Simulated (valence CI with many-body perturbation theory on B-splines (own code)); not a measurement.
## Energy levels of Se¹¹⁺

Calculated by valence CI with perturbative core correlation (CI+MBPT): five valence electrons over a frozen Dirac-Fock core [Ar], a basis of 7 s, 7 p, 8 d, 6 f, 4 g, 1 h functions for each j, with the one-electron correlation potential Σ1 (screened to all orders), the two-electron term Σ2, the three-electron term Σ3, Breit, model QED; selected single and double excitations, second order for the rest, scaled by the run's own slope (own B-spline code, finite nucleus).

No measured spectrum was set against this ion. As an estimate, terms of the open shell hold to 2 to 4 % of their energy, and close levels can change places. Among the levels kept, up to 940 cm⁻¹ of a level comes from second order outside the variational space, and about a tenth of that is noise between levels of different J, which matters for small intervals. Excitations out of the core, of the other parity, are not computed and may begin above about 72.4 eV (a cautious bound); beyond it only levels of the ground parity were kept, without lifetimes. Only levels of the ground parity were solved; by the run's estimate the other parity begins above the list, which can be wrong where configurations are misplaced.

Levels 1 to 42 of 42, with energies above the lowest level, 3d5 6S_5/2. "Leading %" is the weight of the configuration and term that name the level; weights of strongly mixed levels are sums over their largest components and can fall short. In the jj column 3d3/2^4 stands for four electrons in 3d with j = 3/2. Lifetimes count E1, E2, E3, M1 and M2 decay at the calculated energies, and are blank where another channel may lead or the interval is too uncertain; long ones can be off by a factor of two.

```csv
No.,Configuration,Term,J,E (cm⁻¹),Leading %,Second component,Leading jj,Lifetime
1,3d5,6S,5/2,0,99,,3d3/2^2 3d5/2^3 (42 %),
2,3d5,4G,5/2,65758,94,,3d3/2^2 3d5/2^3 (35 %),590 ms
3,3d5,4G,11/2,66241,98,,3d3/2^2 3d5/2^3 (48 %),
4,3d5,4G,7/2,66454,97,,3d3/2^3 3d5/2^2 (43 %),54.8 s
5,3d5,4G,9/2,66744,99,,3d3/2^2 3d5/2^3 (65 %),180 s
6,3d5,4P,5/2,71421,66,26 % 3d5 4D,3d3/2^4 3d5/2 (38 %),7.97 ms
7,3d5,4P,3/2,72951,72,26 % 3d5 4D,3d3/2^3 3d5/2^2 (61 %),11.5 ms
8,3d5,4P,1/2,74732,86,13 % 3d5 4D,3d3/2^2 3d5/2^3 (53 %),3.62 s
9,3d5,4D,7/2,80345,96,,3d3/2^2 3d5/2^3 (60 %),136 ms
10,3d5,4D,1/2,82738,86,13 % 3d5 4P,3d3/2^2 3d5/2^3 (79 %),75.8 ms
11,3d5,4D,5/2,83602,70,24 % 3d5 4P,3d3/2^2 3d5/2^3 (32 %),19.9 ms
12,3d5,4D,3/2,83854,72,26 % 3d5 4P,3d3/2 3d5/2^4 (48 %),25.5 ms
13,3d5,2I,11/2,95478,93,7 % 3d5 2H,3d3/2^2 3d5/2^3 (50 %),149 ms
14,3d5,2I,13/2,96796,100,,3d3/2^2 3d5/2^3 (100 %),3.66 s
15,3d5,2D,5/2,100910,52,37 % 3d5 2F,3d3/2^2 3d5/2^3 (27 %),7.18 ms
16,3d5,2D,3/2,104170,74,24 % 3d5 4F,3d3/2^2 3d5/2^3 (62 %),18.2 ms
17,3d5,2F,7/2,107030,62,29 % 3d5 4F,3d3/2^3 3d5/2^2 (52 %),27.8 ms
18,3d5,4F,9/2,108710,73,22 % 3d5 2G,3d3/2^3 3d5/2^2 (53 %),33.0 ms
19,3d5,4F,5/2,110730,83,15 % 3d5 2F,3d3/2^2 3d5/2^3 (73 %),31.1 ms
20,3d5,4F,7/2,112190,58,36 % 3d5 2F,3d3/2 3d5/2^4 (66 %),10.3 ms
21,3d5,4F,3/2,113890,74,24 % 3d5 2D,3d3/2 3d5/2^4 (53 %),18.1 ms
22,3d5,2H,9/2,115690,63,18 % 3d5 2G,3d3/2^2 3d5/2^3 (84 %),16.3 ms
23,3d5,2F,5/2,118640,51,40 % 3d5 2D,3d5/2^5 (52 %),7.09 ms
24,3d5,2G,7/2,120150,90,7 % 3d5 2F,3d3/2^2 3d5/2^3 (78 %),83.6 ms
25,3d5,2H,11/2,120230,91,7 % 3d5 2I,3d3/2 3d5/2^4 (75 %),
26,3d5,2G,9/2,124330,59,32 % 3d5 2H,3d3/2 3d5/2^4 (69 %),28.7 ms
27,3d5,2F,5/2,127850,90,6 % 3d5 4F,3d3/2^2 3d5/2^3 (57 %),27.3 ms
28,3d5,2F,7/2,128990,90,7 % 3d5 4F,3d3/2 3d5/2^4 (46 %),32.2 ms
29,3d5,2S,1/2,139750,98,,3d3/2^3 3d5/2^2 (40 %),9.75 ms
30,3d5,2D,3/2,155990,99,,3d3/2^3 3d5/2^2 (35 %),7.31 ms
31,3d5,2D,5/2,157170,96,,3d3/2 3d5/2^4 (40 %),5.52 ms
32,3d5,2G,9/2,173460,100,,3d3/2^2 3d5/2^3 (81 %),
33,3d5,2G,7/2,173980,99,,3d3/2^2 3d5/2^3 (48 %),
34,3d5,2P,3/2,208980,96,,3d3/2^2 3d5/2^3 (74 %),
35,3d5,2P,1/2,210070,99,,3d3/2^2 3d5/2^3 (46 %),
36,3d5,2D,5/2,228070,100,,3d3/2^2 3d5/2^3 (83 %),
37,3d5,2D,3/2,229000,96,,3d3/2 3d5/2^4 (55 %),
38,3d4.4s,6D,1/2,1062000,97,,3d3/2^2 3d5/2^2 4s (42 %),
39,3d4.4s,6D,3/2,1063500,97,,3d3/2^3 3d5/2 4s (51 %),
40,3d4.4s,6D,5/2,1065700,98,,3d3/2^2 3d5/2^2 4s (64 %),
41,3d4.4s,6D,7/2,1068200,98,,3d3/2^2 3d5/2^2 4s (48 %),
42,3d4.4s,6D,9/2,1071100,98,,3d3/2 3d5/2^3 4s (41 %),
```

Names give the largest LS component (configuration and term), which can be under half, so a name can repeat, a term be missing and a line seem to break the LS rules; names also repeat where a configuration has a term twice.

The ionisation energy to 3d4 5D_0 of the next ion comes out as 342.13 eV (NIST: 342.9 ± 2.5 eV (theoretical)). All 42 levels together are meant to be complete up to 584170 cm⁻¹.
